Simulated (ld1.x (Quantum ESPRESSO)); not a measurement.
# Pseudopotential generation for tin: TM, PW91, scalar-relativistic.

Input for ld1.x (Quantum ESPRESSO) 7.5:

```
&input
   title='Sn', zed=50., rel=1, dft='PW91', iswitch=3,
   config='[Kr] 4d10 5s2 5p2',
   nld=3, rlderiv=2.05, eminld=-9.0, emaxld=5.0, deld=0.04
 /
 &inputp
   pseudotype=2, tm=.true., lloc=1,
   nlcc=.true., new_core_ps=.true.,
   file_pseudopw='Sn.UPF', file_wfcaegen='ae.wfc', file_wfcncgen='nc.wfc', file_beta='beta', file_chi='chi'
 /
3
5S  1  0   2.00   0.00  1.90  1.90  0.0
4D  3  2  10.00   0.00  1.45  1.45  0.0
4P  2  1   6.00   0.00  0.85  0.85  0.0
 &test
   configts(1)='4p6 4d10 5s2 5p2'
 /
```

Command:

```bash
ld1.x < Sn.in > Sn.out
```

Output (shortened: banner, matrices, multipoles, cross overlaps and the repeated all-electron block are left out):

```
Program LD1 v.7.5
     --------------------------- All-electron run ----------------------------

     Sn
     scalar relativistic calculation

     atomic number is 50.00
     dft =PW91   lsd =0 sic =0 latt =0  beta=0.20 tr2=1.0E-14
     Exchange-correlation= PW91
                           (   1   4   2   2   0   0   0)
     mesh =1243 r(mesh) = 100.78374 a.u. xmin = -7.00 dx = 0.01250
     1 Ry =  13.60569312 eV, c = 137.03599908

     n l     nl                  e(Ry)          e(Ha)          e(eV)
     1 0     1S 1( 2.00)     -2132.7702     -1066.3851    -29017.8162
     2 0     2S 1( 2.00)      -321.9786      -160.9893     -4380.7422
     2 1     2P 1( 6.00)      -289.0622      -144.5311     -3932.8920
     3 0     3S 1( 2.00)       -62.1303       -31.0652      -845.3265
     3 1     3P 1( 6.00)       -51.3742       -25.6871      -698.9811
     4 0     4S 1( 2.00)        -9.8457        -4.9228      -133.9570
     4 1     4P 1( 6.00)        -6.5951        -3.2975       -89.7306
     3 2     3D 1(10.00)       -34.8094       -17.4047      -473.6054
     4 2     4D 1(10.00)        -1.9018        -0.9509       -25.8756
     5 0     5S 1( 2.00)        -0.7808        -0.3904       -10.6229
     5 1     5P 1( 2.00)        -0.2749        -0.1375        -3.7404

     final scf error:  6.5E-15 reached in  35 iterations

     Etot =  -12356.227123 Ry,   -6178.113561 Ha, -168115.034390 eV

     Ekin =   12900.913784 Ry,    6450.456892 Ha,  175525.873953 eV
     Encl =  -29877.830189 Ry,  -14938.915094 Ha, -406508.588727 eV
     Eh   =    4952.058505 Ry,    2476.029252 Ha,   67376.188346 eV
     Exc  =    -331.369223 Ry,    -165.684612 Ha,   -4508.507962 eV

     normalization and overlap integrals

     s(1S/1S) =  1.000000  <r> =   0.0291  <r2> =    0.0011  r(max) =   0.0188
     s(2S/2S) =  1.000000  <r> =   0.1255  <r2> =    0.0186  r(max) =   0.1054
     s(2P/2P) =  1.000000  <r> =   0.1096  <r2> =    0.0147  r(max) =   0.0853
     s(3S/3S) =  1.000000  <r> =   0.3394  <r2> =    0.1317  r(max) =   0.3090
     s(3P/3P) =  1.000000  <r> =   0.3377  <r2> =    0.1324  r(max) =   0.3013
     s(4S/4S) =  1.000000  <r> =   0.8184  <r2> =    0.7579  r(max) =   0.7412
     s(4P/4P) =  1.000000  <r> =   0.8857  <r2> =    0.8967  r(max) =   0.7890
     s(3D/3D) =  1.000000  <r> =   0.3146  <r2> =    0.1175  r(max) =   0.2498
     s(4D/4D) =  1.000000  <r> =   1.0993  <r2> =    1.4391  r(max) =   0.8829
     s(5S/5S) =  1.000000  <r> =   2.3924  <r2> =    6.5435  r(max) =   2.0147
     s(5P/5P) =  1.000000  <r> =   3.2447  <r2> =   12.3817  r(max) =   2.5548

     ------------------------ End of All-electron run ------------------------

     --------------------- Generating NC pseudopotential ---------------------

      Generating local pot.: lloc=1, matching radius rcloc =   0.8500

      Computing core charge for nlcc:

       r > 0.55 : true rho core
      Core charge pseudized with two Bessel functions
      Integrated core pseudo-charge :  19.57

      Wfc   5S  rcut= 1.893  Using Troullier-Martins method

      Wfc   4D  rcut= 1.438  Using Troullier-Martins method

     ------------------- End of pseudopotential generation -------------------

     Computing logarithmic derivative in   2.05289
     Computing logarithmic derivative in   2.05289
     Computing the partial wave expansion
     R is outside the sphere for l=    0 j= 0.00
       no projector for channel:   1
     R is outside the sphere for l=    2 j= 0.00

     ---------------------- Testing the pseudopotential ----------------------

     Sn
     scalar relativistic calculation

     atomic number is 50.00   valence charge is 20.00
     dft =PW91   lsd =0 sic =0 latt =0  beta=0.20 tr2=1.0E-14
     mesh =1243 r(mesh) = 100.78374 xmin = -7.00 dx = 0.01250

     n l     nl             e AE (Ry)        e PS (Ry)    De AE-PS (Ry)
     2 1     4P   1( 6.00)       -6.59507       -6.59526        0.00019
     3 2     4D   1(10.00)       -1.90182       -1.90184        0.00001
     1 0     5S   1( 2.00)       -0.78077       -0.78077        0.00000
     3 1     5P   1( 2.00)       -0.27491       -0.27800        0.00309

     eps = 8.9E-15  iter = 12

     Etot =  -12356.227123 Ry,   -6178.113561 Ha, -168115.034390 eV
     Etotps =  -419.457600 Ry,    -209.728800 Ha,   -5707.011389 eV

     Ekin =     146.078638 Ry,      73.039319 Ha,    1987.501121 eV
     Encl =    -721.409131 Ry,    -360.704565 Ha,   -9815.271247 eV
     Ehrt =     283.560118 Ry,     141.780059 Ha,    3858.031947 eV
     Ecxc =    -118.937803 Ry,     -59.468901 Ha,   -1618.231248 eV
     (Ecc =     -82.229509 Ry,     -41.114755 Ha,   -1118.789467 eV)
     Epseu=      -8.749423 Ry,      -4.374711 Ha,    -119.041962 eV

     ---------------------- End of pseudopotential test ----------------------
```

Note: ghost state, extra bound levels that the all-electron valence spectrum of the same l lacks: s at -41.6 eV. A true bound ghost makes a file unfit for plane-wave use. ld1.x takes every shell without a wave as core, so the model core holds the 5p electrons as well and exchange and correlation see them twice. This cancels in the reference configuration, but the file is broken for other ones, and its errors say nothing about a proper core correction.

Generation and configuration tests took about 3.4 s on one core of a shared server CPU.

Transferability test of the new file with ld1.x, input:

```
&input
   title='Sn', zed=50., rel=1, dft='PW91', iswitch=2,
   config='[Kr] 4d10 5s2 5p2'
 /
 &test
   file_pseudo='Sn.UPF', nconf=8,
   configts(1)='4p6 4d10 5s2 5p2',
   configts(2)='4p6 4d10 5s2 5p1',
   configts(3)='4p6 4d10 5s2 5p0',
   configts(4)='4p6 4d10 5s1 5p0',
   configts(5)='4p5 4d10 5s2 5p2',
   configts(6)='4p6 4d9 5s2 5p2',
   configts(7)='4p6 4d10 5s1 5p2',
   configts(8)='4p6 4d10 5s2 5p2.3'
 /
```

```bash
ld1.x < Sn.test.in > Sn.test.out
```

Pseudopotential blocks of its output, shortened (energy terms left out):

```
     ---------------------- Testing the pseudopotential ----------------------

     n l     nl             e AE (Ry)        e PS (Ry)    De AE-PS (Ry)
     2 1     4P   1( 6.00)       -6.59507       -6.59526        0.00019
     3 2     4D   1(10.00)       -1.90182       -1.90184        0.00001
     1 0     5S   1( 2.00)       -0.78077       -0.78077        0.00000
     3 1     5P   1( 2.00)       -0.27491       -0.27800        0.00309

     eps = 9.1E-15  iter = 12

     Etot =  -12356.227123 Ry,   -6178.113561 Ha, -168115.034391 eV
     Etotps =  -419.457600 Ry,    -209.728800 Ha,   -5707.011390 eV

     ---------------------- End of pseudopotential test ----------------------

          ---------------------- Testing the pseudopotential ----------------------

     n l     nl             e AE (Ry)        e PS (Ry)    De AE-PS (Ry)
     2 1     4P   1( 6.00)       -7.18409       -7.19637        0.01228  !
     3 2     4D   1(10.00)       -2.48908       -2.49998        0.01090  !
     1 0     5S   1( 2.00)       -1.31618       -1.32876        0.01257  !
     3 1     5P   1( 1.00)       -0.75879       -0.77870        0.01992  !

     eps = 3.4E-15  iter = 12

     Etot =  -12355.717617 Ry,   -6177.858809 Ha, -168108.102213 eV
     Etotps =  -418.936912 Ry,    -209.468456 Ha,   -5699.927057 eV
     dEtot_ae =       0.509506 Ry
     dEtot_ps =       0.520689 Ry,   Delta E=      -0.011183 Ry

     ---------------------- End of pseudopotential test ----------------------

          ---------------------- Testing the pseudopotential ----------------------

     n l     nl             e AE (Ry)        e PS (Ry)    De AE-PS (Ry)
     2 1     4P   1( 6.00)       -7.88088       -7.90585        0.02497  !
     3 2     4D   1(10.00)       -3.18141       -3.20360        0.02219  !
     1 0     5S   1( 2.00)       -1.92545       -1.95445        0.02900  !
     3 1     5P   1( 0.00)       -1.31413       -1.35506        0.04093  !

     eps = 4.4E-15  iter = 11

     Etot =  -12354.686383 Ry,   -6177.343191 Ha, -168094.071556 eV
     Etotps =  -417.875196 Ry,    -208.937598 Ha,   -5685.481683 eV
     dEtot_ae =       1.540740 Ry
     dEtot_ps =       1.582404 Ry,   Delta E=      -0.041664 Ry

     ---------------------- End of pseudopotential test ----------------------

          ---------------------- Testing the pseudopotential ----------------------

     n l     nl             e AE (Ry)        e PS (Ry)    De AE-PS (Ry)
     2 1     4P   1( 6.00)       -8.76598       -8.78396        0.01799  !
     3 2     4D   1(10.00)       -4.05339       -4.07279        0.01940  !
     1 0     5S   1( 1.00)       -2.64986       -2.69205        0.04220  !
     3 1     5P   1( 0.00)       -1.97558       -2.03311        0.05753  !

     eps = 1.4E-15  iter =  9

     Etot =  -12352.402531 Ry,   -6176.201265 Ha, -168062.998164 eV
     Etotps =  -415.555149 Ry,    -207.777575 Ha,   -5653.915833 eV
     dEtot_ae =       3.824592 Ry
     dEtot_ps =       3.902451 Ry,   Delta E=      -0.077859 Ry

     ---------------------- End of pseudopotential test ----------------------

          ---------------------- Testing the pseudopotential ----------------------

     n l     nl             e AE (Ry)        e PS (Ry)    De AE-PS (Ry)
     2 1     4P   1( 5.00)       -7.78334       -7.80704        0.02370  !
     3 2     4D   1(10.00)       -3.00478       -3.02290        0.01813  !
     1 0     5S   1( 2.00)       -1.49576       -1.49037       -0.00538  !
     3 1     5P   1( 2.00)       -0.87823       -0.89321        0.01499  !

     eps = 5.9E-15  iter = 12

     Etot =  -12349.056463 Ry,   -6174.528232 Ha, -168017.472595 eV
     Etotps =  -412.270553 Ry,    -206.135277 Ha,   -5609.226630 eV
     dEtot_ae =       7.170660 Ry
     dEtot_ps =       7.187047 Ry,   Delta E=      -0.016388 Ry

     ---------------------- End of pseudopotential test ----------------------

          ---------------------- Testing the pseudopotential ----------------------

     n l     nl             e AE (Ry)        e PS (Ry)    De AE-PS (Ry)
     2 1     4P   1( 6.00)       -7.69774       -7.71614        0.01840  !
     3 2     4D   1( 9.00)       -2.93971       -2.95425        0.01454  !
     1 0     5S   1( 2.00)       -1.48794       -1.48646       -0.00148
     3 1     5P   1( 2.00)       -0.87507       -0.88871        0.01364  !

     eps = 6.0E-15  iter = 13

     Etot =  -12353.820955 Ry,   -6176.910477 Ha, -168082.296805 eV
     Etotps =  -417.043656 Ry,    -208.521828 Ha,   -5674.167997 eV
     dEtot_ae =       2.406168 Ry
     dEtot_ps =       2.413945 Ry,   Delta E=      -0.007777 Ry

     ---------------------- End of pseudopotential test ----------------------

          ---------------------- Testing the pseudopotential ----------------------

     n l     nl             e AE (Ry)        e PS (Ry)    De AE-PS (Ry)
     2 1     4P   1( 6.00)       -7.29709       -7.29477       -0.00232
     3 2     4D   1(10.00)       -2.59719       -2.59778        0.00058
     1 0     5S   1( 1.00)       -1.38168       -1.39110        0.00942  !
     3 1     5P   1( 2.00)       -0.81066       -0.82569        0.01503  !

     eps = 2.4E-15  iter = 13

     Etot =  -12355.153321 Ry,   -6177.576660 Ha, -168100.424568 eV
     Etotps =  -418.379108 Ry,    -209.189554 Ha,   -5692.337754 eV
     dEtot_ae =       1.073802 Ry
     dEtot_ps =       1.078492 Ry,   Delta E=      -0.004690 Ry

     ---------------------- End of pseudopotential test ----------------------

          ---------------------- Testing the pseudopotential ----------------------

     n l     nl             e AE (Ry)        e PS (Ry)    De AE-PS (Ry)
     2 1     4P   1( 6.00)       -6.44658       -6.44362       -0.00296
     3 2     4D   1(10.00)       -1.75345       -1.75058       -0.00287
     1 0     5S   1( 2.00)       -0.64130       -0.63844       -0.00286
     3 1     5P   1( 2.30)       -0.14942       -0.14863       -0.00079

     eps = 1.6E-15  iter = 14

     Etot =  -12356.290471 Ry,   -6178.145236 Ha, -168115.896293 eV
     Etotps =  -419.521290 Ry,    -209.760645 Ha,   -5707.877933 eV
     dEtot_ae =      -0.063349 Ry
     dEtot_ps =      -0.063690 Ry,   Delta E=       0.000341 Ry

     ---------------------- End of pseudopotential test ----------------------
```
